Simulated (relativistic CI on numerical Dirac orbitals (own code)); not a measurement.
## Sc³⁺ in a cubic cluster: 2p photoemission with charge transfer

Computed with a charge-transfer multiplet model of a cubic metal-ligand cluster with up to 2 ligand holes, Slater and spin-orbit integrals from Dirac-Coulomb-Breit ions, Slater integrals scaled by 0.9. The ground state mixes d0 with configurations of k ligand holes L, whose averages lie at kΔ + k(k − 1)U_dd/2; a core hole lowers each added d electron by U_cd. 300 K, Lorentzian 0.6 eV and Gaussian 0.8 eV FWHM.

Atomic integrals in eV (Slater integrals scaled, ζ unscaled), ground: F2dd 5.299, F4dd 3.246, zeta_d 0.005; with the core hole: F2dd 5.299, F4dd 3.246, zeta_d 0.020, zeta_core 3.003, F2cd 4.627, G1cd 3.325, G3cd 1.884. Where a configuration has fewer than two d electrons, the dd integrals are those of d2.

Cluster parameters (eV): Δ = 2.6, U_dd = 5.4, U_cd = 6.9, 10Dq = 0.3, 10Dq(ligand) = 0.2, final-state hopping factor = 0.9.

```
                              Case   n_d    d0   d1L  d2L2     S
V(eg) = 1.15 eV, V(t2g) = -0.58 eV  0.40  0.63  0.35  0.03  0.00
V(eg) = 1.45 eV, V(t2g) = -0.73 eV  0.49  0.56  0.40  0.04  0.00
V(eg) = 2.05 eV, V(t2g) = -1.03 eV  0.61  0.46  0.46  0.08  0.00
```

Weights, n_d and S are thermal averages at 300 K. Binding energies count from the first peak over 30 % of the highest in each spectrum, which can be another peak from case to case. The parameters are a model scan and need not match a compound or its usual spin state. Peaks in eV (height, largest 100):
- V(eg) = 1.15 eV, V(t2g) = -0.58 eV: 0.0 (100), 5.0 (66), 9.4 (33), 10.5 (24), 12.1 (14), 14.0 (13)
- V(eg) = 1.45 eV, V(t2g) = -0.73 eV: 0.0 (100), 4.9 (50), 7.0 (33), 11.6 (22), 15.9 (5)
- V(eg) = 2.05 eV, V(t2g) = -1.03 eV: 0.0 (100), 4.9 (40), 9.2 (20), 14.0 (11)

A d0 ion has no d-d gap: its lowest excitations are ligand-to-metal charge transfer. With the core hole the average of the configuration with one ligand hole lies at Δ − U_cd = -4.3 eV before mixing: the effective hopping of about 4.1 eV (from the holes of the mixed ground state) is comparable with this gap or larger, so the configurations mix strongly.
